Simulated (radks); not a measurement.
Results of a calculation; reference values are marked as such.
Ne5+, configuration [He] 2s2 2p1 (the NIST ground configuration).

Code: a radial shooting solver on a logarithmic mesh with Libxc functionals. Model: Dirac Kohn-Sham, PBE, spin-unpolarised, spherical densities, finite nucleus; open shells fill j = l - 1/2 first; Fermi nuclear charge, rms radius 3.0055 fm.

Energy parts (eV):
part                     energy
total                 -3158.354
kinetic                3163.152
electron-nucleus      -6859.998
Hartree                 771.464
exchange-correlation   -232.971

Orbitals (lengths in bohr, moments of r in powers of bohr; <r^-3> diverges for s and p1/2):
orbital,occ.,eigenvalue (eV),<r^-3>,small-component weight
1s1/2,2,-994.8706,-,1.24e-03
2s1/2,2,-160.7717,-,2.10e-04
2p1/2,1,-140.5852,-,1.96e-04
2p3/2,0,-140.3858,20.68,1.96e-04
3s1/2,0,-56.4665,-,6.95e-05
3d3/2,0,-45.3975,0.6221,5.66e-05
3d5/2,0,-45.3898,0.6210,5.66e-05

The highest occupied level is 2p1/2 at -140.59 eV. The density falls to 0.001 e/bohr^3 at r = 1.87 bohr. Summed over all electrons, <r^2> = 1.879 bohr^2, which gives a Langevin (diamagnetic) susceptibility term of -1.49 x 10^-6 cm^3/mol.
